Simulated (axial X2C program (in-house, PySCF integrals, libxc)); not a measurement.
## Excited states of HfSe by EOM-EE-CCSD

Calculated with an in-house all-electron X2C program for linear molecules (integrals from PySCF): two-component X2C with atomic mean-field Coulomb and Gaunt terms, Gaussian nuclei, basis Hf dyall-acv3z, Se dyall-acv3z with contracted cores.

R = 2.280 Å (near the PBE0 minimum at charge 0 of the determinant lowest at the starting distance; the state shown can have its own minimum elsewhere).

Hartree–Fock spinors of HfSe (one of each Kramers pair; a window near the gap, which can cut inner shells):

| ω | occupied | ε (eV) | character |
| --- | --- | --- | --- |
| 1/2 | yes | -22.74 | 66% Se s, 12% Hf d, 10% Hf p |
| 1/2 | yes | -10.38 | 68% Se p, 14% Hf d, 9% Hf s |
| 1/2 | yes | -9.27 | 63% Se p, 22% Hf d, 6% Hf p |
| 3/2 | yes | -9.00 | 62% Se p, 23% Hf d, 5% Hf p |
| 1/2 | yes | -7.53 | 52% Hf s, 22% Hf d, 9% Se p |
| 1/2 | no | -0.10 | 56% Hf p, 29% Hf d, 9% Hf s |
| 1/2 | no | 0.06 | 64% Hf p, 20% Hf d, 10% Hf s |
| 3/2 | no | 0.08 | 73% Hf p, 21% Hf d, 6% Se p |
| 1/2 | no | 0.47 | 87% Hf p, 10% Hf d |
| 1/2 | no | 0.56 | 81% Hf p, 10% Hf d, 6% Hf s |
| 3/2 | no | 0.59 | 83% Hf p, 14% Hf d, 2% Se p |

Vertical excitation energies from the closed-shell determinant state of HfSe:

```json
{"Ω": "1", "excitation (eV)": "1.300", "cm⁻¹": "10482", "hole of the leading pair": "49% Hf sσ, 26% Hf dσ, 9% Se pσ", "particle of the leading pair": "90% Hf dδ", "weight of the pair (for Ω = 0 its time-reversed partner can hold as much again)": "0.95", "singles weight": "0.98"}
{"Ω": "2", "excitation (eV)": "1.409", "cm⁻¹": "11367", "hole of the leading pair": "48% Hf sσ, 26% Hf dσ, 9% Se pσ", "particle of the leading pair": "84% Hf dδ, 7% Hf dπ", "weight of the pair (for Ω = 0 its time-reversed partner can hold as much again)": "0.67", "singles weight": "0.97"}
{"Ω": "0⁻", "excitation (eV)": "1.455", "cm⁻¹": "11735", "hole of the leading pair": "49% Hf sσ, 25% Hf dσ, 9% Se pσ", "particle of the leading pair": "44% Hf dπ, 33% Hf pπ, 7% Hf pσ", "weight of the pair (for Ω = 0 its time-reversed partner can hold as much again)": "0.48", "singles weight": "0.97"}
{"Ω": "0⁺", "excitation (eV)": "1.518", "cm⁻¹": "12246", "hole of the leading pair": "49% Hf sσ, 25% Hf dσ, 9% Se pσ", "particle of the leading pair": "51% Hf dπ, 37% Hf pπ", "weight of the pair (for Ω = 0 its time-reversed partner can hold as much again)": "0.48", "singles weight": "0.97"}
{"Ω": "3", "excitation (eV)": "1.596", "cm⁻¹": "12875", "hole of the leading pair": "49% Hf sσ, 25% Hf dσ, 9% Se pσ", "particle of the leading pair": "95% Hf dδ", "weight of the pair (for Ω = 0 its time-reversed partner can hold as much again)": "0.98", "singles weight": "0.98"}
{"Ω": "1", "excitation (eV)": "1.606", "cm⁻¹": "12953", "hole of the leading pair": "48% Hf sσ, 26% Hf dσ, 9% Se pσ", "particle of the leading pair": "41% Hf dπ, 27% Hf pπ, 11% Hf pσ", "weight of the pair (for Ω = 0 its time-reversed partner can hold as much again)": "0.71", "singles weight": "0.97"}
```

This point took 2.3 min on 1 thread of Arm Neoverse N1, on a shared host.

Reference electrons by ω block (each with its −ω partner): 1/2: 32, 3/2: 15, 5/2: 5, 7/2: 1. 18 electrons of HfSe correlated (inner shells frozen), 84 natural virtual spinors (a truncated set); levels can be off by some tenths of an eV. Roots sought by Ω: (0: 5, 1: 4, 2: 3, 3: 1); rows need 60 % singles weight and stop where some Ω has no more roots. Missing are any skipped roots, higher Ω and states of a further excitation; these come out far too high here and may in truth be low or lowest. T1 of the reference 0.027 (Lee–Taylor). Number of frozen shells: Hf 4 s, 3 p, 2 d, 1 f; Se 3 s, 2 p, 1 d. Large amplitudes in the reference (orbital relaxation or multireference character) lower the reliability.
